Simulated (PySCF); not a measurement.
Compound: C2H4BF3S.
Cartesian coordinates in Å at the PBE0-D3(BJ)/def2-SVP level; atoms count from 1:
```xyz
11
C2H4BF3S angstrom
C     -1.846   -0.246    1.022
B     -0.596   -0.237    0.091
S      0.816    0.769    0.532
C      1.963    0.418   -0.845
F      3.076    1.109   -0.643
F      2.277   -0.870   -0.915
F      1.459    0.775   -2.019
H     -2.046   -1.283    1.341
H     -2.733    0.056    0.438
H     -1.779    0.391    1.916
H     -0.534   -0.883   -0.925
```

Level: PBE0/pcSseg-1 and PBE0/def2-SVPD in PySCF, non-relativistic, on one gas-phase PBE0-D3(BJ)/def2-SVP geometry that isn't relaxed in the solvent. The solvent is an IEF-PCM continuum (cavity from Bondi-type radii × 1.2). Specific hydrogen bonds and non-electrostatic terms are outside this model.

Gas phase at PBE0/pcSseg-1: HOMO -8.64 eV, LUMO -1.27 eV, dipole 1.89 D.

Q: What does the continuum do to the energy, the frontier levels and the dipole at PBE0/pcSseg-1 in dichloromethane and water?

A: 
```json
{"solvent": "dichloromethane", "ε": "8.93", "E(solvent) − E(gas) (kcal/mol)": "-1.36", "polarisation term (kcal/mol)": "-1.48", "distortion of the solute (kcal/mol)": "0.12", "HOMO (eV)": "-8.56", "LUMO (eV)": "-1.09", "dipole (D)": "2.28"}
{"solvent": "water", "ε": "78.36", "E(solvent) − E(gas) (kcal/mol)": "-1.60", "polarisation term (kcal/mol)": "-1.76", "distortion of the solute (kcal/mol)": "0.16", "HOMO (eV)": "-8.55", "LUMO (eV)": "-1.06", "dipole (D)": "2.34"}
```

The first energy column is the sum of the next two and covers electrostatics alone. From dichloromethane to water the lowering changes by a factor 1.17, Onsager's factor (ε − 1)/(2ε + 1) by 1.17 and ε itself by 8.8.

Q: Which radius a makes the point-dipole formula ΔE = −[(ε − 1)/(2ε + 1)]·μ²/a³ give the value in water, with the gas-phase dipole?

A: μ = 0.745 au and |ΔE| = 0.00255 Eh give a = 2.51 Å; the farthest nucleus lies 3.33 Å from the centroid of the nuclei, so such a sphere wouldn't even hold the nuclei. The formula assumes a rigid point dipole at the centre of a sphere.

Q: Give the dipole vector in the frame of the coordinates (D, pointing from negative to positive charge), gas and water.

A: Gas (-1.72, -0.40, 0.69), solvent (-2.12, -0.51, 0.83). Its length changes by +23 % and its direction by less than 1°.

Q: Which Hirshfeld charges (PBE0/pcSseg-1) respond most in dichloromethane (means over atoms taken as equivalent)?

A: 
```tsv
atoms	environment	gas (e)	solvent (e)	change
S3	sulfur bonded to B and C	-0.019	-0.025	-0.006
B2	three-coordinate boron	+0.115	+0.120	+0.005
H8/H9/H10	methyl hydrogen	+0.051	+0.055	+0.004
F5/F6/F7	fluorine of a CF3 group	-0.084	-0.088	-0.004
C1	sp3 carbon bound to boron	-0.189	-0.188	+0.001
C4	CF3 carbon	+0.248	+0.247	-0.001
H11	B–H hydrogen	-0.056	-0.056	0.000
```

Q: Which Mayer bond orders change most in dichloromethane?

A: 
```
 bond  length (Å)    gas  solvent  change
B2–S3       1.789  1.161    1.137  -0.024
C1–B2       1.559  1.070    1.082  +0.012
C1–H9       1.104  0.939    0.934  -0.005
C4–F5       1.326  1.022    1.018  -0.004
C4–F6       1.327  1.010    1.006  -0.004
C1–H8       1.104  0.938    0.934  -0.004
C4–F7       1.327  1.010    1.007  -0.003
S3–C4       1.826  1.009    1.011  +0.002
```

Gas phase at PBE0/def2-SVPD: HOMO -8.64 eV, LUMO -1.32 eV, dipole 1.97 D.

Q: What does the continuum do to the energy, the frontier levels and the dipole at PBE0/def2-SVPD in dichloromethane?

A: 
```
        solvent     ε  E(solvent) − E(gas) (kcal/mol)  polarisation term (kcal/mol)  distortion of the solute (kcal/mol)  HOMO (eV)  LUMO (eV)  dipole (D)
dichloromethane  8.93                           -1.29                         -1.42                                 0.13      -8.56      -1.14        2.38
```

Q: How does the static polarisability (PBE0/def2-SVPD, frozen core, with the continuum's full static response) change?

A: 
| medium | isotropic (au) | principal values (au) | ⟨r²⟩ of the electrons (bohr²) |
| --- | --- | --- | --- |
| gas | 63.7 | 50.7, 59.0, 81.3 | 1000.4 |
| dichloromethane | 79.9 | 64.8, 76.0, 99.1 | 999.9 |

The isotropic value in dichloromethane is 1.26 times the gas-phase one; no cavity-field correction is applied. ⟨r²⟩ is taken about the centre of nuclear charge.

The run took 9.7 s of wall time on one thread of an Arm Neoverse V2, shared host with 96 logical CPUs at a one-minute load of 48, and the process peaked at 0.80 GiB of memory. This is the whole shielding run at PBE0/pcSseg-1 in water, SCF included.
